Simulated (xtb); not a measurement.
xtb input file for GaFClBr, SMILES [F][Ga]([Cl])[Br], GFN2-xTB. 

```
$ xtb mol.xyz --gfn 2 --sp --chrg 0 --uhf 0 --json
$ cat mol.xyz
4

Ga    -0.28153908    -0.50635219    -0.00000000
F     -2.02913443    -0.70982187     0.00000000
Cl     0.95945638    -2.16841341     0.00000000
Br     0.30511894     1.68423836     0.00000000
```

It prints:

```
[banner left out]
          |                Calculation Setup                |
           -------------------------------------------------



           -------------------------------------------------
          |                 G F N 2 - x T B                 |
           -------------------------------------------------

        Reference                      10.1021/acs.jctc.8b01176
      * Hamiltonian:
        H0-scaling (s, p, d)           1.850000    2.230000    2.230000
        zeta-weighting                 0.500000
      * Dispersion:
        s8                             2.700000
        a1                             0.520000
        a2                             5.000000
        s9                             5.000000
      * Repulsion:
        kExp                           1.500000    1.000000
        rExp                           1.000000
      * Coulomb:
        alpha                          2.000000
        third order                    shell-resolved
        anisotropic                    true
        a3                             3.000000
        a5                             4.000000
        cn-shift                       1.200000
        cn-exp                         4.000000
        max-rad                        5.000000


          ...................................................
          :                      SETUP                      :
          :.................................................:
          :  # basis functions                  34          :
          :  # atomic orbitals                  31          :
          :  # shells                           11          :
          :  # electrons                        24          :
          :  max. iterations                   250          :
          :  Hamiltonian                  GFN2-xTB          :
          :  restarted?                      false          :
          :  GBSA solvation                  false          :
          :  PC potential                    false          :
          :  electronic temp.          300.0000000     K    :
          :  accuracy                    1.0000000          :
          :  -> integral cutoff          0.2500000E+02      :
          :  -> integral neglect         0.1000000E-07      :
          :  -> SCF convergence          0.1000000E-05 Eh   :
          :  -> wf. convergence          0.1000000E-03 e    :
          :  Broyden damping             0.4000000          :
          :  net charge                          0          :
          :  unpaired electrons                  0          :
          ...................................................

 iter      E             dE          RMSdq      gap      omega  full diag
   1    -14.7374548 -0.147375E+02  0.226E+01    4.11       0.0  T
   2    -14.7591622 -0.217074E-01  0.137E+01    3.62       1.0  T
   3    -14.7596651 -0.502893E-03  0.323E+00    3.85       1.0  T
   4    -14.7626014 -0.293626E-02  0.201E+00    3.62       1.0  T
   5    -14.7628223 -0.220923E-03  0.170E+00    3.63       1.0  T
   6    -14.7635183 -0.696059E-03  0.680E-01    3.66       1.0  T
   7    -14.7637228 -0.204461E-03  0.328E-01    3.71       1.0  T
   8    -14.7638633 -0.140489E-03  0.169E-01    3.71       1.0  T
   9    -14.7638890 -0.256804E-04  0.928E-02    3.71       1.0  T
  10    -14.7638952 -0.620884E-05  0.609E-02    3.71       1.0  T
  11    -14.7638971 -0.187832E-05  0.316E-02    3.71       1.6  T
  12    -14.7638978 -0.709729E-06  0.212E-03    3.71      23.6  T
  13    -14.7638978  0.346612E-09  0.976E-04    3.71      51.2  T
  14    -14.7638978 -0.120303E-08  0.267E-04    3.71     187.5  T

   *** convergence criteria satisfied after 14 iterations ***

         #    Occupation            Energy/Eh            Energy/eV
      -------------------------------------------------------------
         1        2.0000           -1.1071702             -30.1276
       ...           ...                  ...                  ...
         6        2.0000           -0.5201173             -14.1531
         7        2.0000           -0.5172189             -14.0742
         8        2.0000           -0.4988643             -13.5748
         9        2.0000           -0.4958049             -13.4915
        10        2.0000           -0.4930642             -13.4170
        11        2.0000           -0.4819622             -13.1149
        12        2.0000           -0.4761873             -12.9577 (HOMO)
        13                         -0.3397827              -9.2460 (LUMO)
        14                         -0.1679820              -4.5710
        15                         -0.0658363              -1.7915
        16                         -0.0495963              -1.3496
        17                         -0.0383949              -1.0448
       ...                                ...                  ...
        31                          2.1486396              58.4675
      -------------------------------------------------------------
                  HL-Gap            0.1364046 Eh            3.7118 eV
             Fermi-level           -0.4079850 Eh          -11.1018 eV

 SCC (total)                   0 d,  0 h,  0 min,  0.007 sec
 SCC setup                      ...        0 min,  0.000 sec (  1.268%)
 Dispersion                     ...        0 min,  0.000 sec (  0.391%)
 classical contributions        ...        0 min,  0.000 sec (  0.167%)
 integral evaluation            ...        0 min,  0.001 sec ( 19.376%)
 iterations                     ...        0 min,  0.003 sec ( 50.461%)
 molecular gradient             ...        0 min,  0.002 sec ( 26.277%)
 printout                       ...        0 min,  0.000 sec (  1.800%)

         :::::::::::::::::::::::::::::::::::::::::::::::::::::
         ::                     SUMMARY                     ::
         :::::::::::::::::::::::::::::::::::::::::::::::::::::
         :: total energy             -14.751024010779 Eh    ::
         :: gradient norm              0.000021743883 Eh/a0 ::
         :: HOMO-LUMO gap              3.711759380770 eV    ::
         ::.................................................::
         :: SCC energy               -14.763897089596 Eh    ::
         :: -> isotropic ES            0.031418526519 Eh    ::
         :: -> anisotropic ES         -0.003006178814 Eh    ::
         :: -> anisotropic XC         -0.018906686861 Eh    ::
         :: -> dispersion             -0.002993049810 Eh    ::
         :: repulsion energy           0.012873078817 Eh    ::
         :: add. restraining           0.000000000000 Eh    ::
         :: total charge               0.000000000000 e     ::
         :::::::::::::::::::::::::::::::::::::::::::::::::::::

           -------------------------------------------------
          |                Property Printout                |
           -------------------------------------------------

    * Orbital Energies and Occupations

         #    Occupation            Energy/Eh            Energy/eV
      -------------------------------------------------------------
         1        2.0000           -1.1071702             -30.1276
         2        2.0000           -0.8799892             -23.9457
         3        2.0000           -0.8296918             -22.5771
         4        2.0000           -0.6133008             -16.6888
         5        2.0000           -0.5241596             -14.2631
         6        2.0000           -0.5201173             -14.1531
         7        2.0000           -0.5172189             -14.0742
         8        2.0000           -0.4988643             -13.5748
         9        2.0000           -0.4958049             -13.4915
        10        2.0000           -0.4930642             -13.4170
Note: The following floating-point exceptions are signalling: IEEE_UNDERFLOW_FLAG IEEE_DENORMAL
normal termination of xtb
        11        2.0000           -0.4819622             -13.1149
        12        2.0000           -0.4761873             -12.9577 (HOMO)
        13                         -0.3397827              -9.2460 (LUMO)
        14                         -0.1679820              -4.5710
        15                         -0.0658363              -1.7915
        16                         -0.0495963              -1.3496
        17                         -0.0383949              -1.0448
        18                         -0.0372170              -1.0127
        19                         -0.0362147              -0.9855
        20                         -0.0343649              -0.9351
        21                         -0.0231333              -0.6295
        22                         -0.0152170              -0.4141
        23                         -0.0041420              -0.1127
       ...                                ...                  ...
        31                          2.1486396              58.4675
      -------------------------------------------------------------
                  HL-Gap            0.1364046 Eh            3.7118 eV
             Fermi-level           -0.4079850 Eh          -11.1018 eV

     #   Z          covCN         q      C6AA      α(0)
     1  31 Ga       2.304     0.134   215.328    32.908
     2   9 F        0.693    -0.218    11.442     3.994
     3  17 Cl       0.793     0.034    98.056    15.148
     4  35 Br       0.818     0.050   183.331    21.830

 Mol. C6AA /au·bohr⁶  :       1670.777917
 Mol. C8AA /au·bohr⁸  :     113262.225106
 Mol. α(0) /au        :         73.879602


Wiberg/Mayer (AO) data.
largest (>0.10) Wiberg bond orders for each atom

 ---------------------------------------------------------------------------
     #   Z sym  total        # sym  WBO       # sym  WBO       # sym  WBO
 ---------------------------------------------------------------------------
     1  31 Ga   3.733 --     3 Cl   1.319     4 Br   1.266     2 F    1.148
     2   9 F    1.348 --     1 Ga   1.148
     3  17 Cl   1.628 --     1 Ga   1.319     4 Br   0.209
     4  35 Br   1.574 --     1 Ga   1.266     3 Cl   0.209
 ---------------------------------------------------------------------------

Topologies differ in total number of bonds
Writing topology from bond orders to xtbtopo.mol

molecular dipole:
                 x           y           z       tot (Debye)
 q only:        0.857       0.184       0.000
   full:        0.568      -1.425       0.000       3.899
molecular quadrupole (traceless):
                xx          xy          yy          xz          yz          zz
 q only:       -3.451      -1.826       2.332       0.000       0.000       1.118
  q+dip:       -1.251      -5.800      -3.096      -0.000      -0.000       4.347
   full:       -2.664      -5.299      -4.903      -0.000      -0.000       7.567


           -------------------------------------------------
          | TOTAL ENERGY              -14.751024010779 Eh   |
          | GRADIENT NORM               0.000021743883 Eh/α |
          | HOMO-LUMO GAP               3.711759380770 eV   |
           -------------------------------------------------

------------------------------------------------------------------------
------------------------------------------------------------------------
 total:
 SCF:
```

Self-consistency was reached.
